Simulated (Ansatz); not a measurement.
Geometry optimisation, Ansatz 0.2.0, RKS BHLYP-D4/def2-SVP.

Input:

```yaml
crystal:
  periodic: [false, false, false]
  atoms:
    - { symbol: B, position_ang: [-2.0388, 0.1043, 0.7409] }
    - { symbol: C, position_ang: [-0.6089, 0.701, 0.5197] }
    - { symbol: F, position_ang: [-0.2637, 1.2966, 1.7033] }
    - { symbol: "N", position_ang: [0.397, -0.3837, 0.1594] }
    - { symbol: C, position_ang: [0.1306, -0.8205, -1.2565] }
    - { symbol: C, position_ang: [1.7225, 0.0448, 0.3434] }
    - { symbol: H, position_ang: [-2.944, 0.553, 0.0597] }
    - { symbol: H, position_ang: [-2.2617, -0.6613, 1.5381] }
    - { symbol: H, position_ang: [-0.6119, 1.5074, -0.2248] }
    - { symbol: H, position_ang: [-0.9051, -1.1783, -1.3751] }
    - { symbol: H, position_ang: [0.3184, 0.025, -1.9226] }
    - { symbol: H, position_ang: [0.8254, -1.6516, -1.4671] }
    - { symbol: H, position_ang: [1.8842, 0.2378, 1.4042] }
    - { symbol: H, position_ang: [1.9171, 0.9654, -0.2172] }
    - { symbol: H, position_ang: [2.4171, -0.7906, 0.0241] }
basis:
  gaussian: { orbitals: def2-SVP }
hamiltonian:
  xc: { name: BHLYP }
  dispersion: d4
relax:
  f_tol: 0.015
  max_steps: 40
```

Run as:

```bash
$ ansatz run input.yaml --threads 2 --pin off --max-ram 3072MiB --backend cpu --events-out ev --progress --plain --runs-dir out
```

Q: Where does it end, and by what steps?

A: The run converged. The force dipped under the threshold on the way, but the program's further checks kept it going. After 36 steps the energy has fallen by 0.721 eV; F3 moved furthest, 1.87 Å.

```
step  energy less start (eV)  largest force component (eV/Å)  accepted
   0                  0.0000                           3.307       yes
   2                 -0.3693                           0.828       yes
   4                 -0.4477                           0.365       yes
   6                 -0.4826                           0.189       yes
   8                 -0.4951                           0.159       yes
  10                 -0.4673                           0.638        no
  12                 -0.5228                           0.057       yes
  14                 -0.5321                           0.289       yes
  16                 -0.5335                           0.288        no
  18                 -0.5413                           0.067       yes
  20                 -0.5455                           0.125       yes
  22                 -0.5609                           0.235       yes
  24                 -0.6417                           0.283       yes
  26                 -0.6698                           0.519        no
  28                 -0.7144                           0.082       yes
  30                 -0.7146                           0.277        no
  32                 -0.7206                           0.020       yes
  34                 -0.7209                           0.021       yes
  36                 -0.7210                           0.005       yes
```

```xyz
15
Properties=species:S:1:pos:R:3
B -2.052 0.354 0.556
C -0.508 0.367 0.843
F -0.166 -0.561 1.835
N 0.311 0.236 -0.294
C 0.054 -0.945 -1.083
C 1.716 0.477 -0.070
H -2.472 1.025 -0.341
H -2.802 -0.246 1.268
H -0.318 1.356 1.296
H -1.015 -1.020 -1.311
H 0.585 -0.882 -2.037
H 0.361 -1.876 -0.582
H 1.850 1.430 0.449
H 2.236 0.542 -1.029
H 2.198 -0.308 0.530
```

Whether the end is a true minimum wasn't checked by a vibrational analysis.

Time of the run: 2.7 min on 2 threads of Arm Neoverse V2, on a shared host, peak memory 0.34 GiB.
